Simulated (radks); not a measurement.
The numbers below are computed, except where a source is named.
A nucleus of charge 27.8 with 26 electrons, 26 electrons, occupied as [Ar] 3d8.

Level of theory: non-relativistic Kohn-Sham, PBE, spin-polarised, spherical densities, point nucleus; open shells are filled with parallel spins first (a radial shooting solver on a logarithmic mesh with Libxc functionals).

Energy parts (eV):
| part | energy |
|---|---|
| total | -40316.805 |
| kinetic | 40287.468 |
| electron-nucleus | -95790.483 |
| Hartree | 16863.597 |
| exchange-correlation | -1677.386 |

Orbitals (lengths in bohr, moments of r in powers of bohr; <r^-3> diverges for s and p1/2):
orbital  occ.  eigenvalue (eV)      <r>  <r^-3>  <1/r>
1s down     1        -8014.864  0.05524       -  27.31
1s up       1        -8014.860  0.05524       -  27.31
2s up       1        -962.3628   0.2504       -  5.899
2s down     1        -961.2481   0.2502       -  5.904
2p up       3        -841.1452   0.2186   583.0  5.858
2p down     3        -840.3211   0.2184   583.9  5.862
3s up       1        -123.2273   0.7571       -  1.867
3s down     1        -121.0004   0.7586       -  1.863
3p up       3         -86.4359   0.7908   73.35  1.739
3p down     3         -84.2434   0.7934   72.75  1.733
3d up       5         -25.8283   0.9817   6.893  1.369
3d down     3         -23.8187    1.006   6.703  1.348

The highest occupied level is 3d down at -23.819 eV. The spin density at the nucleus is -0.4494 e/bohr^3 (1s -0.0150, 2s -0.9679, 3s 0.5335), a Fermi contact field of -23.6 T. The electron density at the nucleus is 1.462e+04 e/bohr^3. Virial ratio -V/T = 2.00073. The density falls to 0.001 e/bohr^3 at r = 3.04 bohr. Spin moment in Bohr magnetons: 2.
